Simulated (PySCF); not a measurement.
## Cu⁺ (copper, charge +1) across methods

[Ar] 3d10, closed-shell 1S. Computed with PySCF 2.14 in aug-cc-pwCVTZ-PP with ECP10MDF, with a scalar-relativistic core potential.

| method | E (hartree) | mean ε 3s (eV) | mean ε 3p (eV) | mean ε 3d (eV) | Σ⟨r²⟩ (bohr²) | ⟨S²⟩ |
| --- | --- | --- | --- | --- | --- | --- |
| UHF | -195.93394 | -150.66 | -101.86 | -21.844 | 18.12 | 0.000 |
| r2SCAN | -196.8862 | -128.41 | -83.884 | -13.606 | 19.06 | 0.000 |
| MN15 | -197.3596 | -121.44 | -80.530 | -17.230 | 18.51 | 0.000 |
| HSE06 | -196.9392 | -130.27 | -85.841 | -15.452 | 18.87 | 0.000 |
| LDA | -196.6375 | -123.87 | -80.964 | -14.017 | 19.32 | 0.000 |
| PBE | -197.0008 | -123.82 | -80.854 | -13.668 | 19.29 | 0.000 |
| BLYP | -196.9763 | -123.98 | -80.974 | -13.732 | 19.41 | 0.000 |
| PBE0 | -196.9455 | -130.67 | -86.244 | -15.853 | 18.86 | 0.000 |

Energies and moments cover only the electrons outside the core potential.
